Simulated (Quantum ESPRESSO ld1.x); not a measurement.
Input (ld1.x (Quantum ESPRESSO 7.5)):

```
 &input
    zed=77.0,
    iswitch=1,
    rel=2,
    dft='HCTH',
    config='[Xe] 4f14 5d6',
    rel_dist='average',
    verbosity='high',
    lsmall=.true.,
    prefix='ld1',
    max_out_wfc=37,
    file_charge='ld1.rho',
 /
```

It prints (banner and zero overlaps left out):

```
     Program LD1 v.7.5 starts

     --------------------------- All-electron run ----------------------------

     dirac relativistic calculation

     atomic number is 77.00
     dft =HCTH   lsd =0 sic =0 latt =0  beta=0.20 tr2=1.0E-14
     Exchange-correlation= HCTH
                           (   0   0   5   5   0   0   0)
     mesh =2119 r(mesh) =  99.50367 a.u. xmin = -8.00 dx = 0.00800
     1 Ry =  13.60569312 eV, c = 137.03599908

     n l j   nl                  e(Ry)          e(Ha)          e(eV)
     Spin orbit split results
     1 0 0.5 1S 1( 2.00)   -5588.457551589   -2794.228775794 -76034.8384778
     2 0 0.5 2S 1( 2.00)    -979.739056565    -489.869528283 -13330.0289442
     2 1 0.5 2P 1( 2.00)    -938.747784593    -469.373892296 -12772.3142771
     2 1 1.5 2P 1( 4.00)    -819.143542031    -409.571771015 -11145.0156565
     3 0 0.5 3S 1( 2.00)    -231.112236303    -115.556118152  -3144.4421641
     3 1 0.5 3P 1( 2.00)    -212.747624243    -106.373812122  -2894.5788881
     3 1 1.5 3P 1( 4.00)    -186.535504996     -93.267752498  -2537.9448375
     4 0 0.5 4S 1( 2.00)     -51.209151950     -25.604575975   -696.7360065
     4 1 0.5 4P 1( 2.00)     -43.455848777     -21.727924388   -591.2469429
     4 1 1.5 4P 1( 4.00)     -37.241251090     -18.620625545   -506.6930338
     3 2 1.5 3D 1( 4.00)    -155.912980788     -77.956490394  -2121.3041705
     3 2 2.5 3D 1( 6.00)    -150.236104065     -75.118052033  -2044.0663279
     5 0 0.5 5S 1( 2.00)      -9.564225241      -4.782112621   -130.1279136
     5 1 0.5 5P 1( 2.00)      -7.112229876      -3.556114938    -96.7668171
     5 1 1.5 5P 1( 4.00)      -6.090982157      -3.045491079    -82.8720340
     4 2 1.5 4D 1( 4.00)     -24.533974821     -12.266987411   -333.8017325
     4 2 2.5 4D 1( 6.00)     -23.377193826     -11.688596913   -318.0629253
     4 3 2.5 4F 1( 6.00)      -7.167181862      -3.583590931    -97.5144770
     4 3 3.5 4F 1( 8.00)      -6.934992102      -3.467496051    -94.3553744
     5 2 1.5 5D 1( 2.40)      -2.802007115      -1.401003557    -38.1232489
     5 2 2.5 5D 1( 3.60)      -2.692715846      -1.346357923    -36.6362655
     Averaged results
     1 0     1S 1( 2.00)   -5588.457551589   -2794.228775794 -76034.8384778
     2 0     2S 1( 2.00)    -979.739056565    -489.869528283 -13330.0289442
     2 1     2P 1( 6.00)    -859.011622885    -429.505811442 -11687.4485301
     3 0     3S 1( 2.00)    -231.112236303    -115.556118152  -3144.4421641
     3 1     3P 1( 6.00)    -195.272878079     -97.636439039  -2656.8228544
     4 0     4S 1( 2.00)     -51.209151950     -25.604575975   -696.7360065
     4 1     4P 1( 6.00)     -39.312783652     -19.656391826   -534.8776702
     3 2     3D 1(10.00)    -152.506854754     -76.253427377  -2074.9614649
     5 0     5S 1( 2.00)      -9.564225241      -4.782112621   -130.1279136
     5 1     5P 1( 6.00)      -6.431398063      -3.215699032    -87.5036284
     4 2     4D 1(10.00)     -23.839906224     -11.919953112   -324.3584482
     4 3     4F 1(14.00)      -7.034501999      -3.517251000    -95.7092755
     5 2     5D 1( 6.00)      -2.736432353      -1.368216177    -37.2310589

     final scf error:  6.7E-15 reached in  23 iterations

     Etot =  -35733.560154 Ry,  -17866.780077 Ha, -486179.853643 eV

     Ekin =   40729.630588 Ry,   20364.815294 Ha,  554154.854789 eV
     Encl =  -89517.802673 Ry,  -44758.901336 Ha,-1217951.752207 eV
     Eh   =   13773.137875 Ry,    6886.568937 Ha,  187393.087265 eV
     Exc  =    -718.525944 Ry,    -359.262972 Ha,   -9776.043489 eV

     normalization and overlap integrals

     s(1S/1S) =  1.000000  <r> =   0.0174  <r2> =    0.0004  r(max) =   0.0108
     LC norm =  0.91497051 + SC norm =  0.08502949 =  1.00000000
     s(2S/2S) =  1.000000  <r> =   0.0730  <r2> =    0.0064  r(max) =   0.0623
     LC norm =  0.98059906 + SC norm =  0.01940094 =  1.00000000
     s(2P/2P) =  1.000000  <r> =   0.0602  <r2> =    0.0045  r(max) =   0.0467
     LC norm =  0.98052224 + SC norm =  0.01947776 =  1.00000000
     s(2P/2P) =  1.000000  <r> =   0.0685  <r2> =    0.0057  r(max) =   0.0535
     LC norm =  0.98257687 + SC norm =  0.01742313 =  1.00000000
     s(3S/3S) =  1.000000  <r> =   0.1899  <r2> =    0.0414  r(max) =   0.1763
     LC norm =  0.99355431 + SC norm =  0.00644569 =  1.00000000
     s(3P/3P) =  1.000000  <r> =   0.1800  <r2> =    0.0378  r(max) =   0.1640
     LC norm =  0.99360783 + SC norm =  0.00639217 =  1.00000000
     s(3P/3P) =  1.000000  <r> =   0.1953  <r2> =    0.0443  r(max) =   0.1791
     LC norm =  0.99420302 + SC norm =  0.00579698 =  1.00000000
     s(4S/4S) =  1.000000  <r> =   0.4229  <r2> =    0.2021  r(max) =   0.3986
     LC norm =  0.99783655 + SC norm =  0.00216345 =  1.00000000
     s(4P/4P) =  1.000000  <r> =   0.4263  <r2> =    0.2070  r(max) =   0.3954
     LC norm =  0.99792877 + SC norm =  0.00207123 =  1.00000000
     s(4P/4P) =  1.000000  <r> =   0.4600  <r2> =    0.2407  r(max) =   0.4249
     LC norm =  0.99815943 + SC norm =  0.00184057 =  1.00000000
     s(3D/3D) =  1.000000  <r> =   0.1703  <r2> =    0.0341  r(max) =   0.1398
     LC norm =  0.99431100 + SC norm =  0.00568900 =  1.00000000
     s(3D/3D) =  1.000000  <r> =   0.1750  <r2> =    0.0358  r(max) =   0.1432
     LC norm =  0.99447369 + SC norm =  0.00552631 =  1.00000000
     s(5S/5S) =  1.000000  <r> =   0.9743  <r2> =    1.0649  r(max) =   0.8871
     LC norm =  0.99947445 + SC norm =  0.00052555 =  1.00000000
     s(5P/5P) =  1.000000  <r> =   1.0560  <r2> =    1.2590  r(max) =   0.9457
     LC norm =  0.99955359 + SC norm =  0.00044641 =  1.00000000
     s(5P/5P) =  1.000000  <r> =   1.1501  <r2> =    1.4936  r(max) =   1.0245
     LC norm =  0.99961882 + SC norm =  0.00038118 =  1.00000000
     s(4D/4D) =  1.000000  <r> =   0.4710  <r2> =    0.2569  r(max) =   0.4216
     LC norm =  0.99835487 + SC norm =  0.00164513 =  1.00000000
     s(4D/4D) =  1.000000  <r> =   0.4823  <r2> =    0.2691  r(max) =   0.4284
     LC norm =  0.99841539 + SC norm =  0.00158461 =  1.00000000
     s(4F/4F) =  1.000000  <r> =   0.5284  <r2> =    0.3414  r(max) =   0.3923
     LC norm =  0.99879582 + SC norm =  0.00120418 =  1.00000000
     s(4F/4F) =  1.000000  <r> =   0.5359  <r2> =    0.3515  r(max) =   0.3954
     LC norm =  0.99882091 + SC norm =  0.00117909 =  1.00000000
     s(5D/5D) =  1.000000  <r> =   1.5078  <r2> =    2.6299  r(max) =   1.2413
     LC norm =  0.99977871 + SC norm =  0.00022129 =  1.00000000
     s(5D/5D) =  1.000000  <r> =   1.5523  <r2> =    2.7879  r(max) =   1.2817
     LC norm =  0.99979092 + SC norm =  0.00020908 =  1.00000000

     LC charge = 73.52438360 + SC charge =  0.47561640 = 74.00000000

     ------------------------ End of All-electron run ------------------------
```

Run on one thread of a shared host, so times are rough (Intel(R) Xeon(R) Processor @ 2.60GHz): 0.66 s of CPU time, 0.68 s wall, 23 iterations on 2119 mesh points.
